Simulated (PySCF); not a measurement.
Constitutional and geometric isomers with formula C2H4Si. All species are isolated molecules in the gas phase. Strings in code marks are SMILES.

The numbers are results of PBE-D3(BJ)/def2-TZVP // B3LYP-D3(BJ)/def2-TZVP (PySCF 2.14.0), not measurements. All candidates: neutral, multiplicity 1. Delta-SCF ions had no search for a lower state. 

| Quantity | Result |
|---|---|
| HOMO | -6.32 eV |
| HOMO–LUMO gap | 4.98 eV |
| vertical ionisation energy (Delta-SCF) | 9.70 eV |

Question: Say which member has these values.
(A) `C1=C[SiH2]1`
(B) `C#C[SiH3]`
(C) `C=C=[SiH2]`

Answer: A, `C1=C[SiH2]1`. The others give `C#C[SiH3]`: -7.11 eV, 6.07 eV, 10.44 eV; `C=C=[SiH2]`: -5.33 eV, 3.43 eV, 8.33 eV
